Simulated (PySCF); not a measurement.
## Electron correlation in Br²⁺ (bromine, charge +2)

[Ar] 3d10 4s2 4p3, high-spin 4S determinant. All numbers are calculated (PySCF 2.14, no relativity, point nucleus, in def2-TZVP). Frozen: [Ar] 3d10; 5 electrons correlated.

MP2 pair energies summed by pair of shells (mhartree):

| pair | energy | share (%) |
| --- | --- | --- |
| 4s-4p | -53.28 | 67.0 |
| 4p-4p | -17.63 | 22.2 |
| 4s-4s | -8.62 | 10.8 |

Total MP2 correlation energy: -79.53 mhartree.

Same-spin part -20.63 and opposite-spin part -58.91 mhartree; SCS-MP2 scales them by 1/3 and 6/5 to -77.57 mhartree.

```json
{"level": "CCSD", "correlation energy (mhartree)": "-94.80"}
{"level": "(T)", "correlation energy (mhartree)": "-2.45"}
{"level": "CCSD(T)", "correlation energy (mhartree)": "-97.25"}
```

Diagnostics: T1 = 0.0017, D1 = 0.0033, largest double amplitude 0.052.

Cost of the coupled-cluster step: 0.78 s of wall time on 1 thread of Neoverse-N1 (shared host), for 5 correlated electrons.

Iterations:

```
CC2 = 0
CCSD nocc = (np.int64(4), np.int64(1)), nmo = (34, 34)
frozen orbitals [[0, 1, 2, 3, 4, 5, 6, 7, 8, 9, 10, 11, 12, 13], [0, 1, 2, 3, 4, 5, 6, 7, 8, 9, 10, 11, 12, 13]]
max_cycle = 100
direct = 0
conv_tol = 1e-08
conv_tol_normt = 1e-06
diis_space = 8
diis_start_cycle = 0
Init t2, MP2 energy = -0.0795340315446717
Init E_corr(UCCSD) = -0.0795340315451039
cycle = 1  E_corr(UCCSD) = -0.091797015759098  dE = -0.0122629842  norm(t1,t2) = 0.0320496
cycle = 2  E_corr(UCCSD) = -0.0940391516342895  dE = -0.00224213588  norm(t1,t2) = 0.0083359
cycle = 3  E_corr(UCCSD) = -0.0948163258846674  dE = -0.00077717425  norm(t1,t2) = 0.00276595
cycle = 4  E_corr(UCCSD) = -0.0947999987871278  dE = 1.63270975e-05  norm(t1,t2) = 0.000318166
cycle = 5  E_corr(UCCSD) = -0.0947993537668535  dE = 6.45020274e-07  norm(t1,t2) = 2.49445e-05
cycle = 6  E_corr(UCCSD) = -0.0947992617212911  dE = 9.20455624e-08  norm(t1,t2) = 3.07228e-06
cycle = 7  E_corr(UCCSD) = -0.0947993069065719  dE = -4.51852808e-08  norm(t1,t2) = 6.16809e-07
cycle = 8  E_corr(UCCSD) = -0.0947992983027319  dE = 8.60383995e-09  norm(t1,t2) = 6.36642e-08
UCCSD converged
E(UCCSD) = -2571.352861632146  E_corr = -0.09479929830273194
UCCSD(T) correction = -0.00244727237257134
```
